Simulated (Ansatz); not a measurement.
Compare A (`NC[CH2][GeH3]`) with its isomer B (`CN[CH2][GeH3]`).

Isolated molecules relaxed with PBE0-D4/def2-TZVP in Ansatz; ΔE leaves out vibrations. CCSD(T)/CBS adds triple-zeta CCSD(T) − MP2 to the extrapolated MP2 energy (def2 sets, frozen cores). DFT in def2-TZVPP. B3LYP here is the variant with VWN-RPA as its local correlation; programs differ in this. For Ge outer-core shells are correlated without core-valence functions, which leaves a few kJ/mol of doubt a bond. Scalar relativity is left out up to krypton. One conformer a species, not always the lowest.

Problem. Which isomer does CCSD(T)/CBS put lower? Give the gap. (Best estimate.)

Solution. The calculation gave: A, by 9.2 kcal/mol.

Problem. Give E(B) − E(A) in kcal/mol with B3LYP-D4, r2SCAN-D4, HF/def2-TZVPP, PBE0-D4, B3LYP, PBE-D4, CCSD(T)/def2-TZVPP. (An estimate is asked.)

Solution. Computed: B3LYP-D4 7.7, r2SCAN-D4 8.4, HF/def2-TZVPP 8.2, PBE0-D4 8.4, B3LYP 7.7, PBE-D4 7.9, CCSD(T)/def2-TZVPP 8.9. None reverses the order clearly.

Largest T1 diagnostic: 0.010.
